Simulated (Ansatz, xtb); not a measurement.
## CuFGeHP+: where a starting geometry ends

The starting geometry of this gas-phase doublet has its atoms placed at random.

```xyz
5

Cu    0.4174    0.0573    0.7367
F     1.5553    1.0716   -0.6128
Ge   -1.1253    1.6601    0.4071
P    -0.4698   -1.7271   -0.8554
H    -1.6848   -0.1422   -0.2602
```

Guess where an optimisation with r2SCAN-D4/def2-SVP ends from this start.

It ends as a structure with F2 bridging Cu1 and Ge3, given below by its coordinates. Distances that change by over a tenth: Cu1–F2 (2.04 → 2.28 Å), Cu1–Ge3 (2.25 → 2.61 Å), Cu1–P4 (2.55 → 2.20 Å). Contacts that close: F2–Ge3 (2.93 → 1.80 Å), Ge3–P4 (3.67 → 2.33 Å), P4–H5 (2.08 → 1.43 Å).

The energy falls by 4.95 eV over 22 steps:

```json
{"step": "1", "E − E(last) (eV)": "4.948"}
{"step": "3", "E − E(last) (eV)": "2.883"}
{"step": "6", "E − E(last) (eV)": "0.805"}
{"step": "8", "E − E(last) (eV)": "0.506"}
{"step": "10", "E − E(last) (eV)": "0.363"}
{"step": "13", "E − E(last) (eV)": "0.158"}
{"step": "15", "E − E(last) (eV)": "0.020"}
{"step": "17", "E − E(last) (eV)": "0.003"}
{"step": "20", "E − E(last) (eV)": "0.000"}
{"step": "22", "E − E(last) (eV)": "0.000"}
```

Final geometry (Å):

```yaml
atoms:
  - { symbol: Cu, position_ang: [1.0795, -0.5028, -0.3544] }
  - { symbol: F, position_ang: [1.0715, 1.6083, 0.5120] }
  - { symbol: Ge, position_ang: [-0.5836, 1.4988, -0.1762] }
  - { symbol: P, position_ang: [-1.0153, -0.7389, 0.2852] }
  - { symbol: H, position_ang: [-1.8593, -0.9459, -0.8513] }
```

From the same start GFN2-xTB ends elsewhere, differing in Cu1–F2 (4.02 against 2.28 Å here), Cu1–Ge3 (4.35 against 2.61 Å here).

From so rough a start the end depends on the optimiser's path, so another program may land elsewhere. No frequencies were run, so the end isn't proven a minimum. Open shells are spin-unrestricted. Run with Ansatz 0.2.0, 2.4 min on 2 threads of Intel(R) Xeon(R) 6975P-C (Granite Rapids), with other jobs on the host.
